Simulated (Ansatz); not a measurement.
Cost and result for the atomization energy of CH9FSi3 (`C[SiH2][SiH](F)[SiH3]`) (14 atoms, 13 bonds).

Z-matrix (Å, degrees):
```
C
Si 1 1.875
H 1 1.092 2 110.8
H 1 1.092 2 110.5 3 -119.8
H 1 1.092 2 110.7 3 120.2
Si 2 2.346 1 112.2 3 60.2
H 2 1.492 1 110.9 3 -58.7
H 2 1.490 1 110.6 3 -178.0
Si 6 2.345 2 112.6 1 175.9
F 6 1.617 2 109.3 1 54.3
H 6 1.492 2 109.8 1 -62.5
H 9 1.487 6 110.6 2 -58.5
H 9 1.488 6 111.6 2 180.0
H 9 1.489 6 108.0 2 60.3
```

Charge 0, multiplicity 1. The geometry is a stationary point of PBE0-D4/def2-TZVP. It is one conformer, not always the lowest. Program: Ansatz. All runs use 2 threads of an AMD EPYC 7R13 on a shared host and a share of an NVIDIA H100 80 GB. Times are those of one run each, without the atoms' runs, and a repeat can differ threefold. Electronic energies, without spin–orbit coupling; frozen cores. CCSD(T)/CBS adds CCSD(T) − MP2 in def2-TZVPP to the MP2 limit, and its time is that of the two runs behind it. T1 = 0.012. B3LYP takes the VWN-RPA correlation (the form of Gaussian; ORCA's B3LYP/G).

CCSD(T)/CBS is a level of theory with its own doubt, some kJ/mol a heavy atom from the limit and from the frozen cores, so smaller differences don't rank the functionals.

```csv
level,functions,atomization (kcal/mol),difference from CCSD(T)/CBS,per bond
PBE0-D4/def2-TZVPP,314,1095.0,-11.6,-0.9
B3LYP-D4/def2-TZVPP (with forces),314,1103.1,-3.5,-0.3
ωB97M-V/def2-TZVPP (with forces),314,1104.1,-2.5,-0.2
ωB97X-V/def2-TZVPP,314,1112.7,6.1,0.5
CCSD(T)/CBS(def2),–,1106.6,0.0,0.0
CCSD(T)/def2-TZVPP,314,1078.7,-27.9,-2.1
PBE-D4/def2-TZVPP (with forces),314,1101.1,-5.5,-0.4
r2SCAN-D4/def2-TZVPP (with forces),314,1105.3,-1.3,-0.1
B2PLYP/def2-TZVPP,314,1088.9,-17.7,-1.4
MP2/def2-QZVPP,594,1094.8,-11.8,-0.9
```

Problem. Order the runs by time, with rough figures. (Best estimate.)

Solution. Computed: PBE0-D4/def2-TZVPP 1.4 s; PBE-D4/def2-TZVPP (with forces) 1.8 s; r2SCAN-D4/def2-TZVPP (with forces) 1.9 s; B3LYP-D4/def2-TZVPP (with forces) 1.9 s; ωB97X-V/def2-TZVPP 2.6 s; B2PLYP/def2-TZVPP 2.6 s; ωB97M-V/def2-TZVPP (with forces) 3.2 s; MP2/def2-QZVPP 3.6 s; CCSD(T)/def2-TZVPP 3.6 s; CCSD(T)/CBS(def2) 7.2 s.

The D4 term adds +12.0 kcal/mol with B3LYP and +6.4 kcal/mol with PBE0; it sums over pairs of atoms, weighted by their polarisabilities, and B3LYP, whose exchange is more repulsive, gets the larger term. From PBE to PBE0 (25 % exact exchange), in def2-TZVPP and without D4, the atomization energy moves by −5.0 kcal/mol: exact exchange takes away binding that semilocal exchange gives to molecules. In def2-TZVPP, CCSD(T) changes the Hartree–Fock value by +233.1 kcal/mol (the triples alone add +10.4 kcal/mol) and MP2 by +232.4 kcal/mol; breaking electron pairs costs correlation energy, which Hartree–Fock lacks.
